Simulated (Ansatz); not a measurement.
The cluster Rb5H4⁺, relaxed as a singlet with RKS PBE-D4/def2-SVP in Ansatz, starting from the GFN1-xTB geometry. Force threshold 0.02 eV/Å.

In the def2 sets Rb takes a core potential; there is no spin–orbit coupling. Another isomer (singlet) lies 0.50 eV lower at PBE0-D4/def2-TZVP; other spin states weren't run for this one.

Start:

```xyz
9

Rb    2.042   -1.152   -0.755
Rb   -2.677   -3.338   -0.586
Rb    1.467    2.592    0.544
Rb   -0.640   -0.383    2.159
Rb   -1.370    0.819   -1.616
H     1.893    0.096    1.591
H    -1.198    1.844    0.820
H    -0.757   -1.644   -0.366
H     1.241    1.166   -1.790
```

```
step  energy (eV)  largest force component (eV/Å)  SCF passes
   1   -3338.7350                           0.367          15
   2   -3338.8921                           0.148          16
   3   -3338.9395                           0.061          17
   4   -3338.9484                           0.110          16
   5   -3338.9601                           0.044          16
   6   -3338.9660                           0.021          16
   7   -3338.9673                           0.010          16
   8   -3338.9674                           0.008          17
```

Force components are those of the run's own axes.

End:

Cartesian coordinates in Å:
```
Rb 2.049 -1.203 -0.779
Rb -2.493 -3.925 -0.782
Rb 1.675 2.649 0.530
Rb -0.684 -0.134 2.388
Rb -1.454 1.164 -1.648
H 1.878 0.040 1.593
H -1.058 2.048 0.860
H -1.141 -1.772 -0.350
H 1.227 1.134 -1.812
```

Bonds lost: Rb1–H8, Rb4–H8, Rb5–H8 (atoms count from 1). Metal–metal contacts that move far: Rb2–Rb5 4.48 to 5.27 Å, Rb2–Rb4 4.52 to 5.26 Å.

The force fell under the threshold at step 7, but the optimiser went on. No frequencies were taken in this run, so the end may be a saddle point.

Run time 13 s (4 threads of AMD EPYC 7B13 on a shared host).
